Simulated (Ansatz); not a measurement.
This geometry of CH$_{3}$BO$_{3}$ (8 atoms, charge 0, multiplicity 1) is a first-order saddle point.

Theory: RKS B3LYP-D4/STO-3G (Ansatz 0.2.0).

```xyz
8
Properties=species:S:1:pos:R:3
B 0.877 1.282 0.291
O -0.295 0.653 0.636
C -0.602 -0.577 0.019
O -0.199 -1.066 -1.168
O -1.448 -1.492 0.512
H 1.046 2.323 0.806
H 1.644 0.798 -0.454
H -1.023 -1.921 -0.641
```

Q: Which two structures does it join? (They come from a converged band through this point; their orientation in space is the band's.)

A: Bonds broken: O5–H8. Bonds formed: O4–H8.

First end point:

```xyz
8
Properties=species:S:1:pos:R:3
B 0.874 1.319 0.288
O -0.172 0.503 0.612
C -0.391 -0.684 -0.207
O 0.274 -1.071 -1.187
O -1.529 -1.296 0.366
H 1.006 2.259 0.979
H 1.588 1.093 -0.618
H -1.651 -2.123 -0.233
```

Last end point:

```xyz
8
Properties=species:S:1:pos:R:3
B 0.849 1.198 0.246
O -0.390 0.733 0.570
C -0.735 -0.641 0.248
O -0.411 -0.871 -1.115
O -1.302 -1.419 1.037
H 1.045 2.327 0.503
H 1.674 0.513 -0.235
H -0.730 -1.838 -1.253
```

Q: How far does it lie above each of them?

A: 1.45 eV above the first and 1.42 eV above the second. This is the barrier of this one path; another mechanism may lie lower. The orbitals stay closed-shell, which can raise the energy where a bond breaks towards radicals; this wasn't checked here. Limits of this set-up: minimal basis.

Time of the run: 4.2 min on 1 thread of Intel(R) Xeon(R) Processor @ 2.50GHz (Skylake/Cascade Lake), with other jobs on the host, peak memory 0.1 GiB.
